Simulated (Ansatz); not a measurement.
Ansatz (a first-principles code) input (MP2/6-31G*):

Ansatz 0.2 input:
```yaml
crystal:
  periodic: [false, false, false]
  atoms:
    - {symbol: N, position_ang: [-1.70694800, -0.65431600, 0.25024700]}
    - {symbol: Si, position_ang: [-0.58544600, 0.63195500, 0.00078900]}
    - {symbol: Si, position_ang: [1.53945300, -0.31873300, -0.23459500]}
    - {symbol: H, position_ang: [-1.55701900, -1.33366500, 0.97899900]}
    - {symbol: H, position_ang: [-2.68998600, -0.51749200, 0.07470100]}
    - {symbol: H, position_ang: [-0.54094700, 1.66956800, 1.07445000]}
    - {symbol: H, position_ang: [-0.99457700, 1.33399800, -1.23919500]}
    - {symbol: H, position_ang: [1.70708600, -1.56047500, 0.56858900]}
    - {symbol: H, position_ang: [2.66798200, 0.60318400, 0.06400800]}
basis:
  gaussian:
    orbitals: 6-31G*
magnetization: {spin_polarized: true, initial_magnetization: 1}
correlation: {method: mp2, electrons: outside_noble_gas}
relax: {f_tol: 0.003, max_steps: 120}
```

From the output:

```
reference -17299.54751413 eV, -635.7466450898 hartree; 10, 9 occupied and 44, 45 virtual orbitals, 710 factors
densities: 0.15 GiB planned
second order -8.44129710 eV of doubles, -0.00000000 eV of singles
the calculation of the forces begins
relax step  12: F+E_penalty+E_count = -17307.98881123 eV  Δ(F+E_penalty+E_count) = -2.918e-5 eV  max|allowed force component| = 1.494e-2 eV/Å  Δτ_max = 0.0108 Å  (30 SCF iters, accepted)
these checks for a lower state are left out or cut short: starts, cluster_reference, orbital_swaps, neighbouring_geometries, increment
integrals: 0.02 GiB planned
710 factors; integrals over basis functions are off by at most 5.6e-4 eV
mean field: 0.24 GiB planned
mean field -17299.54749450 eV, -635.7466443683 hartree, gradient 1.7e-6 eV, S^2 0.756946; 0 other end points of the search recorded, 0 dependent functions left out
11 core orbitals not correlated
reference -17299.54749450 eV, -635.7466443683 hartree; 10, 9 occupied and 44, 45 virtual orbitals, 710 factors
densities: 0.15 GiB planned
second order -8.44132314 eV of doubles, -0.00000000 eV of singles
the calculation of the forces begins
relax step  13: F+E_penalty+E_count = -17307.98881764 eV  Δ(F+E_penalty+E_count) = -6.414e-6 eV  max|allowed force component| = 7.484e-3 eV/Å  Δτ_max = 0.0072 Å  (29 SCF iters, accepted)
these checks for a lower state are left out or cut short: starts, cluster_reference, orbital_swaps, neighbouring_geometries, increment
integrals: 0.02 GiB planned
710 factors; integrals over basis functions are off by at most 5.6e-4 eV
mean field: 0.24 GiB planned
mean field -17299.54769787 eV, -635.7466518421 hartree, gradient 1.5e-6 eV, S^2 0.756934; 0 other end points of the search recorded, 0 dependent functions left out
11 core orbitals not correlated
reference -17299.54769787 eV, -635.7466518421 hartree; 10, 9 occupied and 44, 45 virtual orbitals, 710 factors
densities: 0.15 GiB planned
second order -8.44112742 eV of doubles, -0.00000000 eV of singles
the calculation of the forces begins
relax step  14: F+E_penalty+E_count = -17307.98882529 eV  Δ(F+E_penalty+E_count) = -7.646e-6 eV  max|allowed force component| = 2.871e-3 eV/Å  Δτ_max = 0.0010 Å  (29 SCF iters, accepted)
these checks for a lower state are left out or cut short: cluster_reference
integrals: 0.02 GiB planned
710 factors; integrals over basis functions are off by at most 5.6e-4 eV
mean field: 0.24 GiB planned
mean field evaluation 128: about -17299.4735 eV, gradient 2.4e-1 eV
mean field -17299.54769787 eV, -635.7466518421 hartree, gradient 1.5e-6 eV, S^2 0.756934; 1 other end points of the search recorded, 0 dependent functions left out
11 core orbitals not correlated
reference -17299.54769787 eV, -635.7466518421 hartree; 10, 9 occupied and 44, 45 virtual orbitals, 710 factors
densities: 0.15 GiB planned
second order -8.44112742 eV of doubles, -0.00000000 eV of singles
the calculation of the forces begins
Total energy: -17307.98882529 eV, -636.0568575531 hartree
Atom 0 at    -1.734233    -0.681006     0.177318 Å, force    -0.002084    -0.002871     0.001522 eV/Å
Atom 1 at    -0.580861     0.617761     0.026639 Å, force     0.002009     0.000442     0.000543 eV/Å
Atom 2 at     1.524214    -0.361288    -0.205989 Å, force    -0.001526     0.000160    -0.000910 eV/Å
Atom 3 at    -1.593978    -1.376531     0.901522 Å, force    -0.001332     0.002477    -0.002347 eV/Å
Atom 4 at    -2.720906    -0.463081     0.088297 Å, force     0.002133    -0.000424     0.000692 eV/Å
Atom 5 at    -0.557311     1.610721     1.146742 Å, force    -0.000639     0.000237    -0.000354 eV/Å
Atom 6 at    -0.931688     1.378951    -1.200829 Å, force    -0.000001    -0.000547     0.000507 eV/Å
Atom 7 at     1.774051    -1.470900     0.756020 Å, force    -0.000129    -0.000232     0.000276 eV/Å
Atom 8 at     2.660309     0.599398    -0.151728 Å, force     0.001568     0.000759     0.000071 eV/Å
Dipole moment:    -0.277366    -0.048020     0.193241 e Å
Checks for a lower state left out: cluster_reference
```

The geometry given is a B3LYP-D3(BJ)/def2-TZVP minimum.
